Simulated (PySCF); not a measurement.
Species: C8H20Al (charge -1).
Atom-mapped SMILES: `[CH3:1][CH2:2][Al-:3]([CH2:4][CH3:5])([CH2:6][CH3:7])[CH2:8][CH3:9]` (hydrogens: H10, H11, H12 on C1; H13, H14 on C2; H15, H16 on C4; H17, H18, H19 on C5; H20, H21 on C6; H22, H23, H24 on C7; H25, H26 on C8; H27, H28, H29 on C9)

Structure used (PBE0-D3(BJ)/def2-SVP), in Å, numbered top down from 1:
```xyz
29
C8H20Al angstrom
C      1.6420    2.4890   -0.2054
C      0.9329    1.5978    0.8119
Al    -0.0028   -0.0226    0.0061
C     -0.8918   -1.0921    1.4952
C     -1.7011   -2.2976    1.0234
C      1.3634   -1.1853   -0.9606
C      2.5661   -1.5983   -0.1159
C     -1.4171    0.5978   -1.3227
C     -2.5205    1.4611   -0.7149
H      2.1523    3.3759    0.2260
H      2.4114    1.9265   -0.7650
H      0.9365    2.8722   -0.9647
H      0.1953    2.1998    1.3800
H      1.6630    1.2526    1.5717
H     -1.5442   -0.4166    2.0847
H     -0.1130   -1.4273    2.2100
H     -1.0718   -3.0076    0.4567
H     -2.1827   -2.8829    1.8350
H     -2.5095   -1.9940    0.3338
H      0.8539   -2.0922   -1.3451
H      1.7141   -0.6527   -1.8677
H      3.1221   -0.7162    0.2496
H      2.2523   -2.1527    0.7873
H      3.3045   -2.2420   -0.6389
H     -1.8698   -0.2889   -1.8108
H     -0.9238    1.1538   -2.1453
H     -3.0570    0.9213    0.0864
H     -3.2933    1.8056   -1.4341
H     -2.1057    2.3696   -0.2420
```

Computed at PBE0/pcSseg-1 (PySCF, non-relativistic), with Q(27Al) = 0.1466 b: Al3, 27Al (I = 5/2): χzz = 0.531 MHz, η = 0.534.

Q: Where would the pure quadrupole (NQR) lines of 27Al at Al3 fall for the rigid, isolated species?

A: From the eigenvalues of H = χ/[4I(2I − 1)] × [3Iz² − I(I + 1) + η(Ix² − Iy²)], steps between neighbouring levels, labelled as for η = 0: ±1/2↔±3/2 0.101 MHz, ±3/2↔±5/2 0.152 MHz (aluminium bonded to 4 C).

In a crystal, neighbours and librations shift these lines. The pcSseg-1 basis has no diffuse functions, a weakness for an anion. These gradients aren't converged with respect to the basis.

These values come from a run that also computed NMR shieldings. The run took 66 s on one thread, Arm Neoverse V1, on a shared host.

One conformer stands for the species.
